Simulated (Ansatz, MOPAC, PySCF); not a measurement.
Isomers of CH6Si2. Isolated molecules, 0 K electronic values unless said otherwise. Strings in code marks are SMILES.

Quantity: electronic energy of isomers of CH6Si2 relative to `C1[SiH2][SiH2]1`, in kJ/mol. The restricted reference of `C=[SiH][SiH3]`, `C[SiH]=[SiH2]` and `[SiH2]=C[SiH3]` is unstable towards unrestricted orbitals. Semi-empirical values (MOPAC) are differences of heats of formation.

Level 1: B3LYP/3-21G // B3LYP-D3(BJ)/def2-TZVP (PySCF)
Level 2: HF/3-21G // B3LYP-D3(BJ)/def2-TZVP (PySCF)
Level 3: HF/cc-pVQZ // B3LYP-D3(BJ)/def2-TZVP (Ansatz, a program for electronic structure)
Level 4: PM7 // B3LYP-D3(BJ)/def2-TZVP (MOPAC)

```
species           level 2  level 3  level 4
----------------  -------  -------  -------
`[SiH2]=C[SiH3]`    29.69    15.04     65.5
`C=[SiH][SiH3]`     38.71    35.29    102.8
`C[SiH]=[SiH2]`     -5.00    41.02     96.3
```

### Question
What does level 1 give for each, and how far do the other levels lie from it on average?

### Answer

- `[SiH2]=C[SiH3]`: 34.95
- `C=[SiH][SiH3]`: 25.71
- `C[SiH]=[SiH2]`: -15.89
Mean absolute difference from level 1, which has limits of its own, over these rows (drawn at random from the members that have all these levels): level 2 9.71 kJ/mol, level 3 28.80 kJ/mol, level 4 73.3 kJ/mol.
